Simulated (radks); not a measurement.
Coulomb parameter of the 5d shell of neutral iridium in the model configuration [Xe] 4f14 5d8 6s1, as a second difference U = [E(n + 0.25) + E(n - 0.25) - 2 E(n)] / (0.25)^2 with all orbitals relaxed. "Bare": the charge of the atom changes with n. "Screened": the 6s shell takes up the change at fixed total charge, which measures U(5d,5d) + U(6s,6s) - 2 U(5d,6s). Method: scalar-relativistic Kohn-Sham, LDA (Slater exchange, Perdew-Wang correlation), spin-unpolarised, spherical densities, finite nucleus; Fermi nuclear charge, rms radius 5.4032 fm; computed with a radial shooting solver on a logarithmic mesh with Libxc functionals.

| case | configuration | E - E(n) (eV) |
|---|---|---|
| start | [Xe] 4f14 5d8 6s1 | 0.000 |
| bare +0.25 | [Xe] 4f14 5d8.25 6s1 | -1.139 |
| bare -0.25 | [Xe] 4f14 5d7.75 6s1 | 1.697 |
| screened +0.25 | [Xe] 4f14 5d8.25 6s0.75 | 0.071 |
| screened -0.25 | [Xe] 4f14 5d7.75 6s1.25 | -0.016 |

U(bare) = 8.935 eV, U(screened by 6s) = 0.880 eV, against the Slater integral F0(5d,5d) = 13.912 eV with frozen orbitals. The step up makes a negative ion, whose loosely bound charge lowers the bare value.
